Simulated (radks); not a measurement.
Values are calculated unless marked as measured or tabulated.
Valence configurations of the palladium ion Pd+ (all share [Kr]). Level of theory: scalar-relativistic Kohn-Sham, PBE, spin-polarised, spherical densities, point nucleus; open shells are filled with parallel spins first (spin-orbit coupling, left out, can overturn this in heavy ions) (a radial shooting solver on a logarithmic mesh with Libxc functionals). Energies are relative to 4d9; eigenvalues in eV for spin up.

valence      E (eV)  moment (Bohr magnetons)    e(4d)    e(5p)    e(5s)
4d9           0.000                        1  -14.931        -        -
4d8 5p1       8.935                        3  -20.017   -8.389        -
4d8 5s1       3.488                        3  -18.675        -  -13.047
4d7 5p2      20.103                        5  -25.092  -10.134        -
4d8.5 5p0.5   4.195                        2  -17.477   -7.428        -
4d7 5s2       9.596                        3  -22.546        -  -14.225
4d5 5p4      52.384                        7  -35.615  -12.954        -
4d7 5s1 5p1  13.976                        5  -23.867   -9.487  -15.569
4d6 5s2 5p1  22.745                        5  -27.940  -10.210  -16.762
4d8.5 5s0.5   1.636                        2  -16.781        -  -12.134

NIST lists [Kr] 4d9 as the ground configuration; this level of theory agrees among the configurations tried. The energies are those of spherical high-spin densities, not of single terms.
